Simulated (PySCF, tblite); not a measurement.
A set of runs on `Clc1ccc([Se]c2ccccc2)cc1`; the geometry of each is named by its level. Settings lines and outputs come from a driver script.

C₁₂H₉ClSe.
SMILES with atom numbers: `[Cl:1][c:2]1[cH:3][cH:4][c:5]([Se:6][c:7]2[cH:8][cH:9][cH:10][cH:11][cH:12]2)[cH:13][cH:14]1` (hydrogens: H15 on C3; H16 on C4; H17 on C8; H18 on C9; H19 on C10; H20 on C11; H21 on C12; H22 on C13; H23 on C14)

Step 1: GFN2-xTB geometry optimisation, gas phase (tblite 0.8.0) (from a force-field or distance-geometry start)
```json
{"job": {"kind": "relax", "xc": "GFN2-xTB", "basis": "xTB"}, "charge": 0, "multiplicity": 1}
```
```
step      E/eV     max force
  0   -1033.14380    1.532
  1   -1033.23205    0.940
  2   -1033.27099    0.392
...
156   -1033.46826    0.029
157   -1033.46835    0.017
158   -1033.46844    0.018
159   -1033.46851    0.017
160   -1033.46854    0.010
```

Energy lowered by 7.5 kcal/mol over 160 steps; largest atomic force 0.010 eV/Å at the end. «max force» is the largest atomic force in eV/Å.

Time: 2.1 s wall, 4.2 s CPU. Hardware: INTEL XEON PLATINUM 8581C at 2.30 GHz, 2 threads, shared host.

Step 2: GFN2-xTB harmonic vibrations, gas phase (tblite 0.8.0) (on the GFN2-xTB geometry)
```json
{"job": {"kind": "ir", "xc": "GFN2-xTB", "basis": "xTB"}, "charge": 0, "multiplicity": 1}
```
```
(table of modes left out)
```

63 modes from 21 to 3104 cm⁻¹ (unscaled, harmonic); zero-point energy 103.8 kcal/mol; all wavenumbers are real at this level.

The run took 1.6 s wall, 3.3 s CPU on 2 threads of an INTEL XEON PLATINUM 8581C at 2.30 GHz, no GPU, shared host with 48 logical CPUs at a one-minute load of 3.0.

Step 3: PBE0-D3(BJ)/def2-SVP geometry optimisation, gas phase (PySCF 2.14.0) (from the GFN2-xTB geometry)
```json
{"job": {"xc": "PBE0", "basis": "def2-SVP", "d3": "d3bj", "grid": 1, "shake": 0.01, "kind": "geom"}, "charge": 0, "multiplicity": 1}
```
```
step   0  E = -3322.71892820  max force = 0.064162
step   1  E = -3322.72557510  max force = 0.012203
step   2  E = -3322.72595660  max force = 0.003131
step   3  E = -3322.72600052  max force = 0.003508
step   4  E = -3322.72613818  max force = 0.001150
step   5  E = -3322.72614555  max force = 0.001351
step   6  E = -3322.72617410  max force = 0.000265
step   7  E = -3322.72617699  max force = 0.000196
optimisation converged
```

Final energy -3322.72618 Eh after 7 steps; dipole 1.51 D. Energies in Eh; «max force» is the largest Cartesian gradient component in Eh/bohr.

The run took 3.3 min wall, 7.5 min CPU on INTEL XEON PLATINUM 8581C at 2.30 GHz, 2 threads (shared host), and the process peaked at 2.0 GiB of memory.

Step 4: TDDFT CAM-B3LYP/def2-SVPD, vertical, gas phase, core orbitals frozen in the response (PySCF 2.14.0, density-fitted response routines) (on the PBE0-D3(BJ)/def2-SVP geometry)
```json
{"job": {"kind": "uv", "xc": "CAM-B3LYP", "basis": "def2-SVPD", "ip": false}, "charge": 0, "multiplicity": 1}
```
```
...
Static polarisability (au): isotropic 183.865, principal 126.550 169.366 255.680
Singlet excitations
state   eV       nm        f      main configurations
  1   4.4434    279.0   0.05172   H->L+2 0.50, H->L 0.31
  2   4.5617    271.8   0.06621   H->L 0.52, H->L+2 0.24, H->L+1 0.14
  3   4.7109    263.2   0.19982   H->L+1 0.72, H->L 0.11
  4   5.0594    245.1   0.00400   H->L+3 0.63, H-2->L+2 0.09
  5   5.5638    222.8   0.05333   H->L+4 0.53, H->L+2 0.10
  6   5.7546    215.5   0.07872   H-2->L 0.14, H-1->L+2 0.10, H->L+6 0.09
  7   5.8673    211.3   0.01736   H->L+6 0.46, H->L+5 0.39
  8   5.9618    208.0   0.01935   H->L+3 0.24, H-1->L+1 0.15, H-2->L+2 0.12
  9   6.0477    205.0   0.01171   H-1->L 0.28
 10   6.1191    202.6   0.05421   H->L+5 0.32, H->L+6 0.19, H-1->L 0.14
Triplet excitations (Tamm-Dancoff, eV): 3.5975 3.7413 4.1462 4.3448
```

HOMO -7.27 eV, LUMO 0.01 eV; lowest singlet 4.44 eV; lowest triplet 3.60 eV (Tamm–Dancoff); mean polarisability 183.9 au.

The run took 2.1 min wall, 4.3 min CPU on INTEL XEON PLATINUM 8581C at 2.30 GHz, 2 threads, shared host with 48 logical CPUs at a one-minute load of 8.8, and the process peaked at 3.4 GiB of memory.

Geometry of the electronic-property runs (PBE0-D3(BJ)/def2-SVP):
```
atom  x, y, z in Å
Cl1    4.8175    0.8587   -0.0028
C2     3.3800   -0.1067    0.0143
C3     2.2905    0.2924    0.7904
C4     1.1394   -0.4869    0.8087
C5     1.0608   -1.6512    0.0362
Se6   -0.4804   -2.7777    0.0743
C7    -1.8443   -1.4402   -0.0023
C8    -1.7649   -0.3616   -0.8903
C9    -2.7988    0.5690   -0.9442
C10   -3.9267    0.4192   -0.1358
C11   -4.0104   -0.6626    0.7382
C12   -2.9684   -1.5866    0.8152
C13    2.1552   -2.0344   -0.7439
C14    3.3204   -1.2707   -0.7488
H15    2.3551    1.2050    1.3853
H16    0.2915   -0.1833    1.4267
H17   -0.8912   -0.2508   -1.5363
H18   -2.7276    1.4131   -1.6346
H19   -4.7389    1.1478   -0.1872
H20   -4.8871   -0.7842    1.3790
H21   -3.0229   -2.4187    1.5212
H22    2.0961   -2.9323   -1.3639
H23    4.1778   -1.5658   -1.3557
```

 (This holds for the electronic-property runs.)

One conformer stands for the species.
